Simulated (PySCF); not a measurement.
Ionisation energy of Ag²⁺ by level of theory

Ag²⁺ [Kr] 4d9 (2D) → Ag³⁺ [Kr] 4d8 (3F), as a difference of total energies. All numbers are calculated (PySCF 2.14, scalar relativity through the core potential, in aug-cc-pwCVQZ-PP with ECP28MDF). The calculations carry no spin-orbit coupling.

| method | ionisation energy (eV) |
| --- | --- |
| UHF | 32.868 |
| PW91 | 34.968 |
| BHandHLYP | 34.481 |

The reference lies between the lowest fine-structure levels, while these numbers refer to the centres of the terms.

For comparison: 34.8 ± 0.3 eV (semi-empirical (NIST evaluation); NIST Atomic Spectra Database, ionization energies).
